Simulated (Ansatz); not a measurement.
Gas-phase electronic energies from Ansatz, PBE0-D4/def2-TZVP geometries. CBS: MP2 limit from def2 TZ/QZ plus the TZ coupled-cluster correction, frozen cores. Open shells (•) are unrestricted, without spin–orbit coupling. def2 core potentials past Kr. For Sn outer-core shells are correlated without core-valence functions, which leaves a few kJ/mol of doubt a bond. Each species was taken in one conformer, which may not be the lowest.

Reaction (homolysis of the C–Sn bond): `[OH][SnH2][CH2][SiH3]` → `[CH2][SiH3]`• + `[OH][SnH2]`•

`[OH][SnH2][CH2][SiH3]`:

Z-matrix (Å, degrees):
```
Sn
C 1 2.145
O 1 1.971 2 106.9
H 1 1.713 2 111.3 3 -118.7
H 1 1.703 2 113.1 3 112.8
Si 2 1.864 1 113.0 3 64.8
H 2 1.093 1 106.4 3 -56.9
H 2 1.094 1 108.4 3 -172.6
H 3 0.960 1 113.1 2 -62.3
H 6 1.488 2 109.9 1 65.7
H 6 1.488 2 112.4 1 -173.4
H 6 1.490 2 110.0 1 -52.9
```

`[CH2][SiH3]`•:

```xyz
7

C    -0.662   -0.691   -0.561
Si    0.443    0.457    0.358
H    -0.520   -1.767   -0.558
H    -1.529   -0.348   -1.117
H    -0.025    0.650    1.762
H     1.826   -0.090    0.414
H     0.466    1.790   -0.299
```

`[OH][SnH2]`•:

Cartesian coordinates in Å:
```
O 0.342 -1.218 -0.399
Sn 0.050 0.441 0.635
H 1.070 -1.154 -1.021
H 0.061 1.751 -0.503
H -1.522 0.180 1.288
```

```
                species  SCS-MP2/def2-TZVPP energy (Eh)
`[OH][SnH2][CH2][SiH3]`                      -620.60284
         `[CH2][SiH3]`•                      -329.98305
          `[OH][SnH2]`•                      -290.50105
```

(1) Work out ΔE.

Largest T1 diagnostic among the species: 0.017.

Results:

(1) ΔE = (-329.98305) + (-290.50105) − (-620.60284) = 0.11874 Eh = +311.8 kJ/mol. CCSD(T)/CBS gives +314.0 kJ/mol.

The D4 term adds +17.3 kJ/mol with B3LYP and +9.6 kJ/mol with PBE0; it sums over pairs of atoms, weighted by their polarisabilities, and B3LYP, whose exchange is more repulsive, gets the larger term. In def2-TZVPP, CCSD(T) changes the Hartree–Fock value by +116.0 kJ/mol (the triples alone add +11.0 kJ/mol) and MP2 by +135.5 kJ/mol; breaking electron pairs costs correlation energy, which Hartree–Fock lacks.

B3LYP here is the variant with VWN-RPA as its local correlation; programs differ in this.
